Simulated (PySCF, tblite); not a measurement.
Isomers of C3H5F3N (doublet state). All values are computed: GFN2-xTB (tblite) harmonic vibrations without scaling, gas phase. This tight-binding method is rough: wavenumbers can miss measured ones by several per cent, in bad cases by 10 to 20. One conformer each. Open shells enter through the occupations alone, without spin polarisation, and single modes of such species can be off by tens of per cent.

Electronic energies: B3LYP/pcH-1 single points on the GFN2-xTB geometries (PySCF, gas phase).

```
                SMILES  electronic energy, lowest = 0 (kJ/mol)
 C[C@@H]([NH])C(F)(F)F                                    60.4
       C[C](N)C(F)(F)F                                     0.0
[CH2][C@@H](N)C(F)(F)F                                    62.8
```

How do GFN2-xTB zero-point energies change the relative energies?

| SMILES | ZPE (kJ/mol) | of it from modes above 1550 cm⁻¹ | electronic (kJ/mol) | with ZPE, lowest = 0 (kJ/mol) | lowest mode (cm⁻¹) | rings |
| --- | --- | --- | --- | --- | --- | --- |
| C[C](N)C(F)(F)F | 211.4 | 94.9 | 0.0 | 0.0 | 40 | 0 |
| C[C@@H]([NH])C(F)(F)F | 209.3 | 91.3 | 60.4 | 58.3 | 58 | 0 |
| [CH2][C@@H](N)C(F)(F)F | 207.9 | 96.0 | 62.8 | 59.3 | 65 | 0 |

The zero-point energies span 3.5 kJ/mol, from `[CH2][C@@H](N)C(F)(F)F` to `C[C](N)C(F)(F)F`. The order is unchanged.

And how do the electronic energies of GFN2-xTB itself compare?

`C[C](N)C(F)(F)F` 0.0; `C[C@@H]([NH])C(F)(F)F` 74.2; `[CH2][C@@H](N)C(F)(F)F` 86.8 kJ/mol, lowest = 0. Against the energies above, taken from the same isomer `C[C](N)C(F)(F)F`, the largest difference is 24.0 kJ/mol.

What do entropy and thermal enthalpy add at 298.15 K and 1 bar (rigid rotor, harmonic oscillator, one conformer each)?

```json
{"SMILES": "C[C](N)C(F)(F)F", "point group": "C1", "symmetry number": "1", "S (J/(mol K))": "377.5", "H − H(0) (kJ/mol)": "23.99", "ZPE + H − H(0) − TS (kJ/mol)": "122.8"}
{"SMILES": "C[C@@H]([NH])C(F)(F)F", "point group": "C1", "symmetry number": "1", "S (J/(mol K))": "366.9", "H − H(0) (kJ/mol)": "23.10", "ZPE + H − H(0) − TS (kJ/mol)": "123.0"}
{"SMILES": "[CH2][C@@H](N)C(F)(F)F", "point group": "C1", "symmetry number": "1", "S (J/(mol K))": "370.3", "H − H(0) (kJ/mol)": "23.79", "ZPE + H − H(0) − TS (kJ/mol)": "121.3"}
```

S holds R ln(2S + 1) for the spin.
